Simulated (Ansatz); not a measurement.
Compare A (`C1CO[SiH2]N1`) with its isomer B (`CN[SiH2]C=O`).

Program: Ansatz. Geometries: PBE0-D4/def2-TZVP. ΔE: electronic, gas phase. CCSD(T)/CBS is the MP2 limit (def2-TZVPP, def2-QZVPP) plus CCSD(T) − MP2 in def2-TZVPP, frozen cores. DFT in def2-TZVPP. One conformer a species, not always the lowest.

Problem. Which isomer does CCSD(T)/CBS put lower? Give the gap. (Estimate.)

Solution. Computed: A, by 161.8 kJ/mol.

Problem. Give E(B) − E(A) in kJ/mol with B2PLYP, ωB97M-V, r2SCAN-D4, CCSD/def2-TZVPP, MP2/def2-TZVPP, CCSD(T)/def2-TZVPP, PBE-D4. (An estimate is asked.)

Solution. The calculation gave: B2PLYP 149.3, ωB97M-V 159.3, r2SCAN-D4 158.1, CCSD/def2-TZVPP 160.6, MP2/def2-TZVPP 168.8, CCSD(T)/def2-TZVPP 157.8, PBE-D4 142.2. None reverses the order clearly.

Largest T1 diagnostic: 0.013.

From PBE to PBE0 (25 % exact exchange), in def2-TZVPP and without D4, E(B) − E(A) moves by +21.0 kJ/mol. The D4 term adds +4.2 kJ/mol with B3LYP and +1.8 kJ/mol with PBE0; it sums over pairs of atoms, weighted by their polarisabilities, and B3LYP, whose exchange is more repulsive, gets the larger term.

B3LYP here is the variant with VWN-RPA as its local correlation; programs differ in this.
